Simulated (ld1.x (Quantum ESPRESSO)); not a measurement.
**Configuration tests for selenium (TM semilocal)**

Se, norm-conserving Troullier–Martins (semilocal form), made with ld1.x (Quantum ESPRESSO) 7.5 (revPBE, scalar-relativistic). Core [Ar], reference 3d10 4s1.75 4p4.25. Waves: 4p (bound): rc 1.75 bohr; 3d (bound): rc 1.10 bohr; 4s (bound): rc 1.40 bohr. Local part: the s channel. Core correction: a·sin(br)/r model core, default radius (core density twice the valence density).

Energies are relative to the spin-unpolarised reference configuration 3d10 4s1.75 4p4.25; without spin polarisation the order of configurations can differ from experiment.

(1) Give the all-electron excitation energy and the error of the potential for: 3d10 4s2 4p4; 3d10 4s2 4p3; 3d10 4s2 4p2; 3d10 4s2 4p3.5; 3d10 4s1 4p4; 3d10 4s2 4p4.3; 3d9 4s2 4p4.

Levels in the configuration 3d10 4s2 4p4:

```
level  all-electron (eV)  pseudo (eV)
   3d            -53.065      -53.060
   4s            -17.228      -17.228
   4p             -6.472       -6.473
```

Answers

(1)

```json
{"valence configuration": "3d10 4s2 4p4", "charge": "0", "ΔE all-electron (eV)": "-2.695", "error AE − PS (meV)": "+0.1"}
{"valence configuration": "3d10 4s2 4p3", "charge": "+1", "ΔE all-electron (eV)": "8.110", "error AE − PS (meV)": "-0.8"}
{"valence configuration": "3d10 4s2 4p2", "charge": "+2", "ΔE all-electron (eV)": "28.411", "error AE − PS (meV)": "+2.0"}
{"valence configuration": "3d10 4s2 4p3.5", "charge": "+0.5", "ΔE all-electron (eV)": "1.595", "error AE − PS (meV)": "-0.6"}
{"valence configuration": "3d10 4s1 4p4", "charge": "+1", "ΔE all-electron (eV)": "19.626", "error AE − PS (meV)": "+0.6"}
{"valence configuration": "3d10 4s2 4p4.3", "charge": "-0.3", "ΔE all-electron (eV)": "-4.276", "error AE − PS (meV)": "+0.6"}
{"valence configuration": "3d9 4s2 4p4", "charge": "+1", "ΔE all-electron (eV)": "61.335", "error AE − PS (meV)": "-573"}
```
